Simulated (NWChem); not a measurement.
# C2H6OTi; SMILES [O]=[Ti]([CH3])[CH3]

```xyz
10

Ti     0.1790     0.3555     0.0000
O      1.5911    -0.3606     0.0000
C     -0.8585    -0.2276     1.7161
H     -1.1149    -1.2950     1.5884
H     -1.8033     0.3344     1.8351
H     -0.2641    -0.1424     2.6409
C     -0.8585    -0.2276    -1.7161
H     -1.8033     0.3344    -1.8351
H     -1.1149    -1.2950    -1.5884
H     -0.2641    -0.1424    -2.6409
```
Atoms are numbered in this order, from 1.

Geometry: optimised at PBE0/def2-SVP.

Symmetry labels are those of Cs in the frame above (b1 and b2, or b-type labels, depend on it).

Problem. List the 4 lowest vertical singlet excitations from PBE/def2-SVPD, TDA (NWChem).

Solution. 
```csv
state,energy (eV),oscillator strength,symmetry,leading excitation (squared amplitude)
S1,2.71,0.000,a",HOMO → LUMO (1.00)
S2,3.15,0.002,a',HOMO−1 → LUMO (0.89)
S3,3.71,0.009,a',HOMO → LUMO+1 (0.81)
S4,3.86,0.030,a",HOMO−1 → LUMO+1 (0.70)
```
